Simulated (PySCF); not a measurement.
**Working out the excitation energy of Cl²⁺**

Cl²⁺ [Ne] 3s2 3p3 (4S) → Cl²⁺ [Ne] 3s1 3p3 3d1 (6D). Calculation: PySCF 2.14, in aug-cc-pVDZ-DK; the spin-free X2C one-electron Hamiltonian (Gaussian nucleus). Frozen: [Ne]. Energies in hartree (1 hartree = 27.21139 eV):

```csv
part,Cl²⁺ (lower),Cl²⁺ (upper)
UHF,-459.618788,-458.644371
CCSD correlation,-0.090526,-0.020246
(T),-0.000935,-0.000056
```

Question: What does Hartree-Fock give?

Answer: (-458.644371) − (-459.618788) = 0.974417 hartree = 26.515 eV.

Question: What do CCSD and CCSD(T) give?

Answer: The CCSD correlation energies differ by 0.070280 hartree = 1.912 eV and the triples by 0.000879 hartree = 0.024 eV, so CCSD gives 28.427 eV and CCSD(T) 28.451 eV.

A double-zeta basis recovers only part of the correlation energy.
